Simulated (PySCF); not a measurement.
## Correlation energy of Ba⁻ (barium, charge -1)

[Xe] 5d1 6s2, 2D determinant. All numbers are calculated (PySCF 2.14, the spin-free X2C one-electron Hamiltonian (Gaussian nucleus), in aug-cc-pVDZ-X2C). Frozen: [Xe]; 3 electrons correlated.

MP2 pair energies summed by pair of shells (mhartree):

```tsv
pair	energy	share (%)
6s-6s	-12.52	67.0
5d-6s	-6.18	33.0
```

Total MP2 correlation energy: -18.69 mhartree.

Same-spin part -1.28 and opposite-spin part -17.41 mhartree; SCS-MP2 scales them by 1/3 and 6/5 to -21.32 mhartree.

The Hartree-Fock reference does not bind the outermost electron (its level is positive or very diffuse), so these energies belong to a reference that the basis holds together.
